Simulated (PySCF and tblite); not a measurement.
Results of a calculation; reference values are marked as such.
System: CH4O2Si, numbered as in [O:1]=[CH:2][O:3][SiH3:4].

The path came from a restrained scan, a climbing-image band and a saddle search at GFN2-xTB; energies are PBE0/pcSseg-2 + D3(BJ)//PBE0-D3(BJ)/def2-SVP, thermal terms GFN2-xTB. Rates follow Eyring's equation with the number of equivalent paths and no tunnelling. (PySCF 2.14 with density fitting, tblite 0.8.)

Problem. Estimate the barrier and the room-temperature rate of the shift of Si4 from O3 to O1.

Solution. The electronic barrier is 14.1 kcal/mol and ΔG‡(298 K) 15.1 kcal/mol, over a Cs saddle with an imaginary mode of 340i cm⁻¹ (GFN2-xTB). With 2 equivalent paths, k is 102 s⁻¹, a mean lifetime of the start of 9.8 ms against this motion.
